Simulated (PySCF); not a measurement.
TMS, C4H12Si.
Structure used (GFN2-xTB), in Å, numbered top down from 1:
```xyz
17
C4H12Si angstrom
C     -0.407   -1.213   -1.419
Si    -0.001   -0.001   -0.002
C      0.008    1.786   -0.675
C     -1.320   -0.155    1.370
C      1.716   -0.416    0.722
H     -1.380   -1.004   -1.853
H     -0.419   -2.242   -1.070
H      0.327   -1.148   -2.217
H      0.242    2.502    0.106
H     -0.958    2.058   -1.089
H      0.746    1.908   -1.462
H     -2.312    0.075    0.994
H     -1.351   -1.160    1.779
H     -1.117    0.526    2.192
H      1.746   -1.426    1.117
H      2.493   -0.337   -0.033
H      1.977    0.259    1.531
```

Computed, not measured: PBE0/3-21G in PySCF (dipole) on a GFN2-xTB geometry, gas phase.

Take the most abundant isotopes and a rigid rotor. 

Q: What are A, B and C (MHz)?

A: Ia = 167.53, Ib = 167.76, Ic = 167.83 u·Å²; 505379 MHz·u·Å²/I gives A = 3017, B = 3012, C = 3011 MHz.

Q: Classify the top.

A: A spherical top, as the point group Td requires three equal moments; the computed ones differ by 0.18 % because the geometry is symmetric only within the optimiser's tolerance.

The point group Td allows no dipole (computed: 0.00 D), so a rigid rotor has no electric-dipole lines.

Q: Estimate the classical rotational partition function at 10 K, 50 K and 298.15 K.

A: Point group Td, symmetry number σ = 12; q = (√π/σ)·√((kT/h)³/(ABC)), k/h = 20836.6 MHz/K: 84.9 at 10 K, 949 at 50 K, 13800 at 298.15 K.

No frequency check. No vibrational averaging or centrifugal distortion is included, and the geometry carries the error of its method.

The run took about 4 s of CPU time (one thread, shared machine). This is the PBE0/3-21G job that gave the dipole, with the shieldings it also computed.
